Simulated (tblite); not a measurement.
C6H9Cl.
SMILES with atom numbers: `[CH3:1][C:2]1=[C:3]([CH3:4])[C@@H:5]([Cl:6])[CH2:7]1` (hydrogens: H8, H9, H10 on C1; H11, H12, H13 on C4; H14 on C5; H15, H16 on C7)

Computed with GFN2-xTB (tblite), gas phase: L-BFGS steps from a force-field or distance-geometry start until the largest atomic force falls under 0.01 eV/Å.

Geometry at step 4:
```
atom  x, y, z in Å
C1     -1.4832   -1.0863    0.9108
C2     -0.5834   -0.0591    0.3580
C3      0.6134   -0.0723   -0.2278
C4      1.5873   -1.1133   -0.6164
C5      0.6274    1.4090   -0.4483
Cl6     0.4569    1.8634   -2.1697
C7     -0.7323    1.4329    0.2699
H8     -1.1348   -2.0763    0.6562
H9     -1.5312   -0.9973    1.9880
H10    -2.4809   -0.9406    0.5163
H11     2.2020   -1.3783    0.2342
H12     2.2195   -0.7355   -1.4083
H13     1.0370   -1.9801   -0.9472
H14     1.4367    1.9917    0.0116
H15    -1.5475    1.7877   -0.3621
H16    -0.6943    1.9634    1.2232
```

**Question.** What forces act on the atoms?

**Answer.** 
| atom | Fx (eV/Å) | Fy (eV/Å) | Fz (eV/Å) |
| --- | --- | --- | --- |
| C1 | -0.040 | 0.081 | 0.024 |
| C2 | -0.051 | -0.140 | 0.083 |
| C3 | 0.146 | -0.018 | -0.176 |
| C4 | -0.113 | 0.234 | 0.039 |
| C5 | 0.229 | 0.229 | -0.011 |
| Cl6 | 0.268 | 0.074 | 0.067 |
| C7 | -0.189 | 0.340 | 0.126 |
| H8 | 0.076 | -0.219 | -0.053 |
| H9 | -0.059 | -0.008 | 0.293 |
| H10 | -0.239 | -0.019 | -0.050 |
| H11 | 0.197 | -0.140 | 0.136 |
| H12 | 0.129 | -0.054 | -0.168 |
| H13 | 0.052 | -0.363 | -0.140 |
| H14 | -0.147 | -0.064 | -0.313 |
| H15 | -0.018 | 0.051 | 0.210 |
| H16 | -0.240 | 0.015 | -0.066 |

The largest, 0.41 eV/Å, acts on C7; the rms over all components is 0.160 eV/Å. The forces sum to zero within rounding, as they must for an isolated molecule in no field.

**Question.** Give the force on C7 in Eh/bohr and in nN.

**Answer.** 0.409 eV/Å ÷ 51.422 = 0.00795 Eh/bohr, and 0.409 eV/Å × 1.602 = 0.66 nN.

**Question.** How far is this geometry from the end of the optimisation?

**Answer.** 0.078 eV above it, and 0.290 Å rms away after alignment. The bonds farthest from their final lengths, with half the difference of the two atoms' forces along the bond (positive lengthens):

```tsv
bond	now (Å)	final (Å)	force along bond (eV/Å)
C2–C7	1.502	1.513	+0.24
C5–C7	1.538	1.547	+0.22
C5–H14	1.098	1.090	-0.28
C4–H12	1.081	1.090	+0.10
C4–H13	1.079	1.087	+0.23
C1–H9	1.082	1.090	+0.13
```

The angle farthest from its final value is Cl6–C5–C7, 111.2° against 114.8°.

Run on an Arm Neoverse V2 with one thread, no GPU (shared host).
